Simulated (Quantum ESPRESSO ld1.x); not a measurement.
Input file for ld1.x (Quantum ESPRESSO 7.5):

```
 &input
    zed=58.0,
    iswitch=1,
    rel=2,
    dft='PBE',
    config='[Xe] 4f1 5d2',
    rel_dist='energy',
    verbosity='high',
    lsmall=.true.,
    prefix='ld1',
    max_out_wfc=37,
    file_charge='ld1.rho',
 /
```

Command: `OMP_NUM_THREADS=1 ld1.x < ld1.in > ld1.out`

Output (excerpt):

```
     Program LD1 v.7.5 starts

     --------------------------- All-electron run ----------------------------

     dirac relativistic calculation

     atomic number is 58.00
     dft =PBE   lsd =0 sic =0 latt =0  beta=0.20 tr2=1.0E-14
     Exchange-correlation= PBE
                           (   1   4   3   4   0   0   0)
     mesh =2085 r(mesh) = 100.64072 a.u. xmin = -8.00 dx = 0.00800
     1 Ry =  13.60569312 eV, c = 137.03599908

     n l j   nl                  e(Ry)          e(Ha)          e(eV)
     Spin orbit split results
     1 0 0.5 1S 1( 2.00)   -2957.564751368   -1478.782375684 -40239.7183985
     2 0 0.5 2S 1( 2.00)    -473.566272798    -236.783136399  -6443.1973811
     2 1 0.5 2P 1( 2.00)    -447.104767283    -223.552383642  -6083.1702575
     2 1 1.5 2P 1( 4.00)    -414.279628611    -207.139814305  -5636.5614940
     3 0 0.5 3S 1( 2.00)    -102.184351582     -51.092175791  -1390.2889296
     3 1 0.5 3P 1( 2.00)     -90.984532789     -45.492266394  -1237.9076321
     3 1 1.5 3P 1( 4.00)     -84.533910305     -42.266955153  -1150.1424421
     4 0 0.5 4S 1( 2.00)     -20.891558325     -10.445779162   -284.2441314
     4 1 0.5 4P 1( 2.00)     -16.732423682      -8.366211841   -227.6562218
     4 1 1.5 4P 1( 4.00)     -15.347119386      -7.673559693   -208.8081967
     3 2 1.5 3D 1( 4.00)     -64.963596697     -32.481798348   -883.8747608
     3 2 2.5 3D 1( 6.00)     -63.578556284     -31.789278142   -865.0303260
     5 0 0.5 5S 1( 2.00)      -3.253924688      -1.626962344    -44.2719008
     5 1 0.5 5P 1( 2.00)      -2.129500973      -1.064750486    -28.9733367
     5 1 1.5 5P 1( 4.00)      -1.931333715      -0.965666857    -26.2771338
     4 2 1.5 4D 1( 4.00)      -8.521381334      -4.260690667   -115.9392994
     4 2 2.5 4D 1( 6.00)      -8.278639539      -4.139319769   -112.6366290
     4 3 2.5 4F 1( 1.00)      -0.680224447      -0.340112223     -9.2549251
     4 3 3.5 4F 1( 0.00)      -0.656045813      -0.328022906     -8.9259580
     5 2 1.5 5D 1( 2.00)      -0.533780297      -0.266890149     -7.2624509
     5 2 2.5 5D 1( 0.00)      -0.518708131      -0.259354065     -7.0573836
     Averaged results
     1 0     1S 1( 2.00)   -2957.564751368   -1478.782375684 -40239.7183985
     2 0     2S 1( 2.00)    -473.566272798    -236.783136399  -6443.1973811
     2 1     2P 1( 6.00)    -425.221341502    -212.610670751  -5785.4310818
     3 0     3S 1( 2.00)    -102.184351582     -51.092175791  -1390.2889296
     3 1     3P 1( 6.00)     -86.684117800     -43.342058900  -1179.3975054
     4 0     4S 1( 2.00)     -20.891558325     -10.445779162   -284.2441314
     4 1     4P 1( 6.00)     -15.808887485      -7.904443742   -215.0908717
     3 2     3D 1(10.00)     -64.132572449     -32.066286224   -872.5680999
     5 0     5S 1( 2.00)      -3.253924688      -1.626962344    -44.2719008
     5 1     5P 1( 6.00)      -1.997389467      -0.998694734    -27.1758681
     4 2     4D 1(10.00)      -8.375736257      -4.187868128   -113.9576972
     4 3     4F 1( 1.00)      -0.666408084      -0.333204042     -9.0669439
     5 2     5D 1( 2.00)      -0.524736998      -0.262368499     -7.1394106

     final scf error:  3.0E-15 reached in  29 iterations

     Etot =  -17729.943297 Ry,   -8864.971648 Ha, -241228.167582 eV

     Ekin =   19023.284860 Ry,    9511.642430 Ha,  258824.976001 eV
     Encl =  -43171.659418 Ry,  -21585.829709 Ha, -587380.349648 eV
     Eh   =    6838.482809 Ry,    3419.241404 Ha,   93042.298524 eV
     Exc  =    -420.051548 Ry,    -210.025774 Ha,   -5715.092459 eV
```

Run on one thread of a shared host, so times are rough (Intel(R) Xeon(R) Processor @ 2.60GHz): 0.68 s of CPU time, 0.9 s wall, 29 iterations on 2085 mesh points.
